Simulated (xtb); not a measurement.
C7H5N, charge -1, doublet, geometry from GFN2-xTB (a state made from the parent by changing its charge; the spin is typed, not shown lowest); xtb with GFN0-xTB.

xtb was given this input:
```
$ xtb mol.xyz --gfn 0 --chrg -1 --uhf 1 --etemp 1000 --json

# file mol.xyz
13

N      3.14477028     0.55962815     0.02102041
C      1.98836060     0.35383906     0.01329069
C      0.63963724     0.11382676     0.00427549
C     -0.31643688     1.18338098     0.09267460
C     -1.65509743     0.92942545     0.08252361
C     -2.15309489    -0.38315438    -0.01439181
C     -1.23165529    -1.44313803    -0.10181937
C      0.11244861    -1.21968175    -0.09403811
H      0.05563323     2.20050760     0.16787074
H     -2.36035453     1.75536716     0.15055924
H     -3.21939165    -0.57290741    -0.02151920
H     -1.60774906    -2.46151173    -0.17708301
H      0.81349831    -2.04584114    -0.16206125
```

What the program printed (banner, timings and long lists left out):

```
   ID    Z sym.   atoms
    1    7 N      1
    2    6 C      2-8
    3    1 H      9-13

           -------------------------------------------------
          |                Calculation Setup                |
           -------------------------------------------------

           -------------------------------------------------
          |                 G F N 0 - x T B                 |
           -------------------------------------------------

          ...................................................
          :                      SETUP                      :
          :.................................................:
          :  # basis functions                  42          :
          :  # atomic orbitals                  42          :
          :  # shells                           26          :
          :  # electrons                        39          :
          :  electronic temp.         1000.0000000     K    :
          :  accuracy                    1.0000000          :
          :  -> integral cutoff          0.2500000E+02      :
          :  -> integral neglect         0.1000000E-07      :
          ...................................................

         :::::::::::::::::::::::::::::::::::::::::::::::::::::
         ::                     SUMMARY                     ::
         :::::::::::::::::::::::::::::::::::::::::::::::::::::
         :: total energy             -21.883765837572 Eh    ::
         :: gradient norm              0.052533744016 Eh/a0 ::
         :: HOMO-LUMO gap              1.355668861161 eV    ::
         ::.................................................::
         :: H0 energy                -21.014160154318 Eh    ::
         :: repulsion energy           0.391967092733 Eh    ::
         :: electrostat energy        -1.244738568011 Eh    ::
         :: -> Gsolv                   0.000000000000 Eh    ::
         ::    -> Gsasa                0.000000000000 Eh    ::
         ::    -> Gshift               0.000000000000 Eh    ::
         :: dispersion energy         -0.005346432111 Eh    ::
         :: short-range corr.         -0.011487775864 Eh    ::
         :: add. restraining           0.000000000000 Eh    ::
         :: total charge              -1.000000000000 e     ::
         :::::::::::::::::::::::::::::::::::::::::::::::::::::

           -------------------------------------------------
          |                Property Printout                |
           -------------------------------------------------

    * Orbital Energies and Occupations

         #    Occupation            Energy/Eh            Energy/eV
      -------------------------------------------------------------
         1        2.0000           -0.7036607             -19.1476
       ...           ...                  ...                  ...
         8        2.0000           -0.5626428             -15.3103
         9        2.0000           -0.5339969             -14.5308
        10        2.0000           -0.5281725             -14.3723
        11        2.0000           -0.5247839             -14.2801
        12        2.0000           -0.5131186             -13.9627
        13        2.0000           -0.5011447             -13.6368
        14        2.0000           -0.4919293             -13.3861
        15        2.0000           -0.4886326             -13.2964
        16        2.0000           -0.4702327             -12.7957
        17        2.0000           -0.4636770             -12.6173
        18        2.0000           -0.4399252             -11.9710
        19        2.0000           -0.4299985             -11.7009
        20        0.9996           -0.3122840              -8.4977 (HOMO)
        21        0.0004           -0.2624640              -7.1420 (LUMO)
        22        0.0000           -0.2513819              -6.8404
        23                         -0.2065799              -5.6213
        24                         -0.1211477              -3.2966
        25                         -0.1157413              -3.1495
        26                         -0.1157114              -3.1487
        27                         -0.1097013              -2.9851
        28                         -0.1064459              -2.8965
        29                         -0.1016494              -2.7660
        30                          0.0678696               1.8468
        31                          0.1266547               3.4464
       ...                                ...                  ...
        42                          0.9789023              26.6373
      -------------------------------------------------------------
                  HL-Gap            0.0498199 Eh            1.3557 eV
             Fermi-level            0.0000000 Eh            0.0000 eV

     #   Z          covCN         q      C6AA      α(0)
     1   7 N        0.911    -0.902    48.048    10.034
     2   6 C        1.907     0.381    23.234     7.776
     3   6 C        2.960    -0.037    30.459     9.024
     4   6 C        2.915    -0.138    33.221     9.422
     5   6 C        2.909    -0.112    32.483     9.316
     6   6 C        2.912    -0.125    32.863     9.371
     7   6 C        2.909    -0.112    32.483     9.316
     8   6 C        2.915    -0.138    33.221     9.422
     9   1 H        0.925     0.057     2.233     2.337
    10   1 H        0.925     0.023     2.685     2.562
    11   1 H        0.925     0.021     2.722     2.580
    12   1 H        0.925     0.023     2.685     2.562
    13   1 H        0.925     0.057     2.233     2.337

 Mol. C6AA /au·bohr⁶  :       2895.110913
 Mol. C8AA /au·bohr⁸  :      72699.511573
 Mol. α(0) /au        :         86.058273

Wiberg/Mayer (AO) data.
largest (>0.10) Wiberg bond orders for each atom

 ---------------------------------------------------------------------------
     #   Z sym  total        # sym  WBO       # sym  WBO       # sym  WBO
 ---------------------------------------------------------------------------
     1   7 N    2.610 --     2 C    2.365     3 C    0.123
     2   6 C    3.847 --     1 N    2.365     3 C    1.329
     3   6 C    3.922 --     2 C    1.329     8 C    1.186     4 C    1.186
                             1 N    0.123
     4   6 C    3.962 --     5 C    1.568     3 C    1.186     9 H    0.970
     5   6 C    3.987 --     4 C    1.568     6 C    1.331    10 H    0.970
     6   6 C    3.857 --     7 C    1.331     5 C    1.331    11 H    0.975
     7   6 C    3.987 --     8 C    1.568     6 C    1.331    12 H    0.970
     8   6 C    3.962 --     7 C    1.568     3 C    1.186    13 H    0.970
     9   1 H    0.982 --     4 C    0.970
    10   1 H    0.983 --     5 C    0.970
    11   1 H    0.984 --     6 C    0.975
    12   1 H    0.983 --     7 C    0.970
    13   1 H    0.982 --     8 C    0.970
 ---------------------------------------------------------------------------

Topologies differ in total number of bonds
Writing topology from bond orders to xtbtopo.mol

 dipole moment from electron density (au)
     X       Y       Z
  -3.4952  -0.6220  -0.0234  total (Debye):    9.024

           -------------------------------------------------
          | TOTAL ENERGY              -21.883765837572 Eh   |
          | GRADIENT NORM               0.052533744016 Eh/α |
          | HOMO-LUMO GAP               1.355668861161 eV   |
           -------------------------------------------------

normal termination of xtb
```
